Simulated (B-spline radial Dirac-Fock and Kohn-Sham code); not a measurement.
**K-line shifts caused by a second vacancy in Xe²⁺**

System: the Xe²⁺ ion, 1s2 2s2 2p6 3s2 3p6 3d10 4s2 4p6 4d10 5s1 5p5 (not the ground configuration).

The run's input, task.json:

```json
{"items": [{
  "Z": 54,
  "q": 2,
  "cfg": [[1, 0, 2], [2, 0, 2], [2, 1, 6], [3, 0, 2], [3, 1, 6], [3, 2, 10], [4, 0, 2], [4, 1, 6], [4, 2, 10], [5, 0, 1], [5, 1, 5]],
  "A": 132,
  "rrms": 4.7859,
  "do": ["binding", "quiet", "double"]
}]}
```

Launch: `python xray_run.py task.json out`

The computed values come from a radial atomic solver: Dirac-Fock ΔSCF + Breit + QED. Each two-hole energy is an average over J within one jj subconfiguration, not an observable level; in light atoms, where LS coupling holds, the j-resolved values are not observed lines, and for a K spectator the Kα1 hypersatellite is nearly forbidden. The model has no electron correlation.

Lines without a spectator: Kα2 (K-L2) 29456.0 eV, Kα1 (K-L3) 29776.5 eV, Kβ3 (K-M2) 33558.3 eV, Kβ1 (K-M3) 33620.5 eV. Shifts in eV with one spectator hole (a dash: not computed, or left out as unreliable):

| spectator hole | Kα2 | Kα1 | Kβ3 | Kβ1 |
| --- | --- | --- | --- | --- |
| K (1s) | +635.2 | +659.2 | +812.7 | +817.9 |
| L2 (2p1/2) | +71.7 | +91.4 | – | +190.4 |
| L3 (2p3/2) | +67.4 | +68.5 | +164.6 | – |
| M2 (3p1/2) | – | +11.10 | +24.54 | +29.66 |
| M3 (3p3/2) | +7.75 | – | +24.45 | +24.01 |
| M4 (3d3/2) | +1.54 | -1.38 | – | – |
| M5 (3d5/2) | -2.01 | +0.23 | – | – |
